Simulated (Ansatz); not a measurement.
One change: `[NH2][Al]([NH2])[OH]` becomes `[NH2][Al]([OH])[SiH3]`.

Ansatz, PBE0-D4/def2-TZVP geometries, multiplicity 1. Each molecule was computed in one conformer, which needn't be the lowest.

| property | `[NH2][Al]([NH2])[OH]` |
| --- | --- |
| HOMO–LUMO gap (B3LYP/def2-TZVPP) / eV | 6.38 |
| HOMO energy (PBE/def2-TZVPP) / eV | -5.45 |
| HOMO–LUMO gap (PBE/def2-TZVPP) / eV | 4.71 |
| size of the dipole moment (PBE/def2-TZVPP) / D | 1.46 |
| LUMO energy (PBE0/def2-TZVPP) / eV | 0.08 |
| size of the dipole moment (B3LYP/def2-TZVPP) / D | 1.52 |

(1) What does the change do to each property? (Best estimate.)

Answers

(1) Ansatz gave: 
```tsv
property	`[NH2][Al]([OH])[SiH3]`	shift
HOMO–LUMO gap (B3LYP/def2-TZVPP) / eV	6.43	0.05
HOMO energy (PBE/def2-TZVPP) / eV	-6.06	-0.61
HOMO–LUMO gap (PBE/def2-TZVPP) / eV	4.71	0.00
size of the dipole moment (PBE/def2-TZVPP) / D	0.38	-1.08
LUMO energy (PBE0/def2-TZVPP) / eV	-0.61	-0.69
size of the dipole moment (B3LYP/def2-TZVPP) / D	0.31	-1.21
```

With PBE0 the HOMO falls by 0.56 eV and the LUMO falls by 0.69 eV, so the gap narrows by about 0.13 eV. PBE moves the HOMO by -0.61 eV and ωB97M-V by -0.46 eV. The zero-point energy changes by -1.7 kJ/mol with +3 modes. Dipoles are sizes alone; their direction can turn.

B3LYP here is the variant with VWN-RPA as its local correlation; programs differ in this.
